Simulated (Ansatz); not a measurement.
Ideal-gas functions of FH2HfIO2 (`[OH][Hf]([OH])([F])[I]`) at 500 K and 1 bar, from an Ansatz frequency run at PBE0-D4/def2-TZVP.

Molar mass 358.41 g/mol, point group Cs (symmetry number 1), electronic degeneracy 1, moments of inertia 177.787, 792.43, 792.866 u Å². Harmonic wavenumbers (cm⁻¹, unscaled): 100, 105, 142, 142, 174, 177, 207, 235, 244, 302, 638, 707, 732, 4016, 4020.

Use S(trans) = R[1.5 ln M + 2.5 ln T − 1.1517]; rotational temperatures θ = 24.2544 K / I; S(rot) = R[ln(√π/σ · √(T³/θAθBθC)) + 1.5]; for each mode x = 1.438777 ν̃/T, S = R[x/(eˣ − 1) − ln(1 − e⁻ˣ)] and H = RT x/(eˣ − 1); 1 cm⁻¹ = 0.0119627 kJ/mol; R = 8.31446 J/(mol·K).

By hand: the entropy, in J/(mol·K).

Translation 193.0. Rotation: θ = 0.1364, 0.0306, 0.0306 K, giving 132.0. Vibration, mode by mode: 18.70, 18.30, 15.81, 15.81, 14.15, 14.01, 12.74, 11.72, 11.42, 9.74, 4.34, 3.71, 3.50, 0.00, 0.00, in all 154.0. Electronic 0.0. Sum 479.0 J/(mol·K).

By hand: H − E and G − E in kJ/mol, counted from the electronic energy.

Zero-point energy ½ × 11941 × 0.0119627 = 71.4; thermal vibration 35.6; translation, rotation and pV give 4 RT = 16.6. H − E = 123.6 kJ/mol, and G − E = 123.6 − 500 × 479.0/1000 = -115.9 kJ/mol.

Vibration gives 32 % of the entropy, 68.6 J/(mol·K) of it from the modes under 150 cm⁻¹: soft modes count most, and the harmonic formula is weakest for them. The sum counts one conformer and one mirror image; others add a mixing term.
